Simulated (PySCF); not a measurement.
These 5 structures share the formula C7H13NSi. Theory: PBE0-D3(BJ)/def2-SVP geometry optimisation, gas phase in PySCF 2.14.0. One conformer each; no zero-point energy, no entropy. No frequencies were run at this level. Point groups hold within 0.08 Å.

Question: Order them by energy at this level, lowest first, and give relative energies in kcal/mol.
A. `[CH:1]#[C:2][CH2:3][C:4]([CH3:5])([CH3:6])[SiH2:7][N:8]=[CH2:9]` with C2–C3–C4–C5 -62°, C3–C4–Si7–N8 -58°, C4–Si7–N8–C9 -123°
B. `[CH2:1]=[C:2]([CH3:3])/[CH:4]=[N:5]/[SiH2:6][C:7](=[CH2:8])[CH3:9]` with C1–C2–C4–N5 180°, C4–N5–Si6–C7 -126°, N5–Si6–C7–C8 -2°
C. `[CH3:1][C:2]#[C:3][C@@H:4]1[CH2:5][Si@H:6]1[N:7]([CH3:8])[CH3:9]` with C5–Si6–N7–C8 164°
D. `[CH2:1]=[C:2]1[CH2:3][CH2:4]/[C:5]1=[CH:6]/[CH2:7][SiH2:8][NH2:9]` with C5–C6–C7–Si8 93°, C6–C7–Si8–N9 -66°, C7–Si8–N9–H 48° and -172°, C1–C2–C3–C4 -168°, C2–C3–C4–C5 -8°, C3–C4–C5–C6 -165°, C1–C2–C5–C4 167°
E. `[CH2:1]=[C:2]1[CH2:3][CH2:4]/[C:5]1=[CH:6]\[CH2:7][SiH2:8][NH2:9]` with C5–C6–C7–Si8 94°, C6–C7–Si8–N9 -53°, C7–Si8–N9–H -167° and 57°

Answer: E (0.0), D (0.1), B (3.9), A (31.7), C (34.7).

As drawn, the lowest has a four-membered ring, an N–H bond and a C=C bond outside aromatic rings, which the highest lacks; the highest has a three-membered ring and a C≡C bond, which the lowest lacks. Neighbours under 2.5 kcal/mol apart (C=C1CC/C1=C\C[SiH2]N and C=C1CC/C1=C/C[SiH2]N) can change places with a better method, another conformer or zero-point energy. C=C1CC/C1=C\C[SiH2]N and C=C1CC/C1=C/C[SiH2]N are stereoisomers, 0.1 kcal/mol apart in the conformers taken.

```csv
SMILES,E (Eh),E rel (kcal/mol),dipole (D),point group,"A, B, C (MHz)"
C=C1CC/C1=C\C[SiH2]N,-617.95216,0.0,0.83,C1,"2550, 728.1, 687.5"
C=C1CC/C1=C/C[SiH2]N,-617.95205,0.1,1.03,C1,"2444, 822.2, 713.3"
C=C(C)/C=N/[SiH2]C(=C)C,-617.94597,3.9,1.18,C1,"3329, 567.4, 521.7"
C#CCC(C)(C)[SiH2]N=C,-617.90164,31.7,1.56,C1,"2419, 787.0, 711.3"
CC#C[C@@H]1C[Si@H]1N(C)C,-617.89692,34.7,1.69,C1,"3506, 558.8, 513.4"
```

How do the relative energies change in single points at PBE0/pcSseg-1 (no added dispersion term) on the same geometries?

```tsv
SMILES	PBE0-D3(BJ)/def2-SVP (kcal/mol)	PBE0/pcSseg-1 (kcal/mol)	shift
C=C1CC/C1=C\C[SiH2]N	0.0	0.0	0.0
C=C1CC/C1=C/C[SiH2]N	0.1	0.3	+0.2
C=C(C)/C=N/[SiH2]C(=C)C	3.9	0.8	-3.1
C#CCC(C)(C)[SiH2]N=C	31.7	29.3	-2.4
CC#C[C@@H]1C[Si@H]1N(C)C	34.7	32.8	-1.9
```

Each column counts from its own lowest isomer. The order is unchanged; the largest shift is 3.1 kcal/mol.
